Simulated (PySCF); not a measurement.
# A search over the determinants of GaPb

Unrestricted PBE0; basis Ga def2-SVP, Pb def2-SVP with ECP60; scalar-relativistic core potentials; PySCF 2.14. Outer shells of the fragments: Ga 3d10 4s2 4p1; Pb 5d10 6s2 6p2.

Followed along the bond (rough minima from three points):

| 2Ms+1 | unpaired | ⟨S²⟩ at the start | R at minimum (Å) | Te (eV) |
| --- | --- | --- | --- | --- |
| 4 | σ ↑, π ↑↑ | 3.75 | 2.73 | 0.00 |
| 2 | σ ↓, π ↑↑ | 1.76 | 2.71 | 0.37 |
| 2 | σ ↑, π ↑↓ | 1.76 | 2.72 | 0.39 |
| 2 | π ↑ | 0.75 | 2.97 | 0.72 |
| 2 | σ ↑ | 0.76 | 2.75 | 0.92 |

Solutions found at the starting distance of 2.600 Å, counted from the lowest of them; the search is not exhaustive and high or unbound solutions are not listed, so other states can lie among these:

```json
{"2Ms+1": "4", "unpaired": "σ ↑, π ↑↑", "term": "⁴Σ⁻", "E (eV)": "0.00", "⟨S²⟩": "3.75", "⟨Lz²⟩": "0.00", "μ (D)": "-0.25"}
{"2Ms+1": "2", "unpaired": "σ ↓, π ↑↑", "term": "mixed", "E (eV)": "0.36", "⟨S²⟩": "1.76", "⟨Lz²⟩": "0.00", "μ (D)": "-0.28"}
{"2Ms+1": "2", "unpaired": "σ ↑, π ↑↓", "term": "mixed", "E (eV)": "0.39", "⟨S²⟩": "1.76", "⟨Lz²⟩": "2.01", "μ (D)": "-0.14"}
{"2Ms+1": "2", "unpaired": "σ ↑", "term": "mixed", "E (eV)": "0.95", "⟨S²⟩": "0.76", "⟨Lz²⟩": "2.00", "μ (D)": "0.13"}
{"2Ms+1": "2", "unpaired": "π ↑", "term": "²Π", "E (eV)": "1.05", "⟨S²⟩": "0.75", "⟨Lz²⟩": "1.00", "μ (D)": "0.76"}
{"2Ms+1": "2", "unpaired": "π ↑", "term": "²Π", "E (eV)": "1.10", "⟨S²⟩": "0.77", "⟨Lz²⟩": "1.00", "μ (D)": "-0.57"}
{"2Ms+1": "4", "unpaired": "π ↑↑↑", "term": "⁴Π", "E (eV)": "2.28", "⟨S²⟩": "3.76", "⟨Lz²⟩": "1.00", "μ (D)": "0.48"}
{"2Ms+1": "4", "unpaired": "σ ↑, π ↑↑", "term": "mixed", "E (eV)": "2.36", "⟨S²⟩": "3.76", "⟨Lz²⟩": "2.01", "μ (D)": "2.18"}
```

A term symbol is given only where ⟨S²⟩ and ⟨Lz²⟩ are close to those of a pure state; real π, δ and φ orbitals otherwise mix terms. A positive dipole means Ga(−)Pb(+).

Spin–orbit coupling is left out, which matters for elements this heavy, above all for dissociation energies.
